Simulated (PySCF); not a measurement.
Delta-SCF ions had no search for a lower state. Excitations are Tamm–Dancoff values on a coarser integration grid. The basis has no diffuse functions, so Rydberg states are missing or too high.

Cartesian coordinates (Å):
```xyz
11

C     -1.5297     0.0457    -0.0345
C     -0.2406    -0.7649    -0.1117
Ge     1.3867     0.3314     0.0824
I      3.4456    -1.1537    -0.0676
I      1.4708     2.0793    -1.7674
I      1.3658     1.5124     2.3380
H     -1.5768     0.8044    -0.8308
H     -2.4042    -0.6154    -0.1480
H     -1.6234     0.5630     0.9328
H     -0.1239    -1.2800    -1.0787
H     -0.1703    -1.5222     0.6855
```
Charge 0, multiplicity 1.

Problem. Estimate the vertical ionisation energy (Delta-SCF), HOMO–LUMO gap, S1 excitation (TDA), LUMO and S1–T1 gap (TDA) that PySCF with ωB97X-D3(BJ)/def2-TZVP // B3LYP-D3(BJ)/def2-SVP returns for this input.

Solution. 
```json
{
  "vertical ionisation energy (Delta-SCF)": "9.76 eV",
  "HOMO–LUMO gap": "9.05 eV",
  "S1 excitation (TDA)": "4.32 eV",
  "LUMO": "-0.76 eV",
  "S1–T1 gap (TDA)": "0.39 eV"
}
```
